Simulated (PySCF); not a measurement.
Compound: C5H6F2NO2 (charge +1).
Bonds: C1–N2, N2–C3 (aromatic), C3–C4 (aromatic), C4–O5 (aromatic), O5–C6 (aromatic), C6–O7, O7–C8, C8–F9, C8–F10, N2–C6 (aromatic). Hydrogens: H11, H12, H13 on C1; H14 on C3; H15 on C4; H16 on C8.

The geometry is computed with GFN2-xTB (gas phase).

Task: What internal coordinates does the optimisation give?

Result: 
```csv
bond,length (bohr),order
C1–N2,2.724,single
N2–C3,2.611,aromatic
C3–C4,2.547,aromatic
C4–O5,2.572,aromatic
O5–C6,2.470,aromatic
C6–O7,2.472,single
O7–C8,2.683,single
C8–F9,2.482,single
C8–F10,2.513,single
N2–C6,2.504,aromatic
"C1–H11, C1–H12, C1–H13",2.059,single
C3–H14,2.025,single
C4–H15,2.027,single
C8–H16,2.087,single
```

Bonds in one row agree within 0.02 bohr and their mean is given. Orders are formal, as drawn. A selection of angles:
```csv
angle,degrees
N2–C1–H11,109.8
H11–C1–H12,108.8
C1–N2–C3,126.7
C1–N2–C6,126.9
C3–N2–C6,106.4
N2–C3–C4,106.7
N2–C3–H14,122.3
C4–C3–H14,131.0
C3–C4–O5,108.5
C3–C4–H15,133.7
O5–C4–H15,117.9
C4–O5–C6,106.9
O5–C6–O7,125.0
N2–C6–O5,111.5
N2–C6–O7,123.5
C6–O7–C8,119.7
O7–C8–F9,105.3
O7–C8–F10,108.8
O7–C8–H16,112.5
F9–C8–F10,109.4
F9–C8–H16,110.8
F10–C8–H16,109.9
```

Torsions: O5–C6–O7–C8 11° (synperiplanar); C6–O7–C8–F9 167° (antiperiplanar). The mirror-image conformer, all signs reversed, is as good.

The C–N distances run from 1.325 Å (N2–C6, aromatic) to 1.441 Å (C1–N2, drawn single), a spread of 0.116 Å. C4 (aromatic CH next to a ring oxygen) is planar (angles 133.7°, 117.9° and 108.5°, sum 360.0°, 0.00 Å off the plane of its three neighbours). The C–O distances run from 1.307 Å (O5–C6, aromatic) to 1.420 Å (O7–C8, drawn single), a spread of 0.113 Å. O5 (ring oxygen) is bent (angle 106.9°). C6 (aromatic carbon bearing oxygen) is planar (angles 125.0°, 123.5° and 111.5°, sum 360.0°, 0.00 Å off the plane of its three neighbours). Of the pairs four or more bonds apart, O5···F10 is among the closest relative to their van der Waals radii: 2.73 Å, 91 % of the sum of Bondi's values. The 5-membered ring N2–C3–C4–O5–C6 has internal angles of 106.4° to 111.5° (sum 540°, against 540° for a flat polygon); it is planar, 0.00 Å rms from its mean plane, widest ring torsion 0°.

Point group: C1 (no symmetry element, even within 0.4 Å). Not checked by GFN2-xTB frequencies.
